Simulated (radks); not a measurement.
Q: The table gives one normalised radial function P(r) = r R(r) of Sm+ in [Xe] 4f6 6s1 (r in bohr). All-electron calculation, scalar-relativistic Kohn-Sham, PBE, spin-polarised, spherical densities, finite nucleus; open shells are filled with parallel spins first (spin-orbit coupling, left out, can overturn this in heavy ions); Fermi nuclear charge, rms radius 5.0819 fm. Program: a radial shooting solver on a logarithmic mesh with Libxc functionals.

r         P
0.004354   0.0102
0.005901   0.0170
0.008062   0.0282
0.01093    0.0454
0.01481    0.0710
0.02007    0.1061
0.02742    0.1497
0.03716    0.1896
0.05036    0.2045
0.06825    0.1614
0.0925     0.0351
0.1264    -0.1562
0.1713    -0.2902
0.2321    -0.2161
0.3146     0.0976
0.4297     0.4141
0.5824     0.3510
0.7893    -0.1332
1.07      -0.6750
1.45      -0.8911
1.981     -0.7059
2.684     -0.3714
3.638     -0.1284
4.93      -0.0258
6.736     -0.0024
9.129     -0.0001
12.37     0.0000

Which n and l does it have? It may be an empty orbital.

A: n = 5, l = 1: the number of nodes gives n - l - 1 = 3, the rise at small r (about r^(l+1), flatter next to the nucleus through relativity) gives l, and the extent must fit the shell. The curve is that of 5p down; the table hardly tells the two spins apart. 5p down: eigenvalue -27.895 eV, 3 radial nodes at r = 0.0984, 0.290, 0.736 bohr, <r> = 1.68 bohr, 90 % of the charge inside 2.47 bohr.
